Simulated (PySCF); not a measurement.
# C₆ coefficients of unlike pairs at revPBE

Calculated with PySCF 2.14 from the dipole response of each species, C₆(A,B) = (3/π) ∫ α_A(iu) α_B(iu) du, in atomic units, from isotropic polarisabilities. For ions this is the dispersion term alone; charge-induced terms of lower order in 1/R come first.

```
species       configuration                                    basis      relativity  α (bohr³)  C₆ (like pair)
   Zr³⁺       [Kr] 4d1 (2D)                 dyall-av2z (22s15p11d2f)            none      5.461           22.53
     Mg       [Ne] 3s2 (1S)               aug-cc-pV5Z (8s7p5d4f3g2h)            none      76.09           686.8
     Cd  [Kr] 4d10 5s2 (1S)  aug-cc-pVDZ-PP with ECP28MDF (5s5p4d2f)  core potential      47.87           425.2
```

(1) Estimate C₆ for Mg with Zr³⁺.

No spin-orbit coupling is included.

The other pairs:

```tsv
pair	C₆
Cd, Mg	520.8
Cd, Zr³⁺	83.32
```

Results:

(1) The integral gives 85.69. The combination rule 2 C_A C_B / (C_A α_B/α_A + C_B α_A/α_B) gives 85.21 and the geometric mean 124.4.
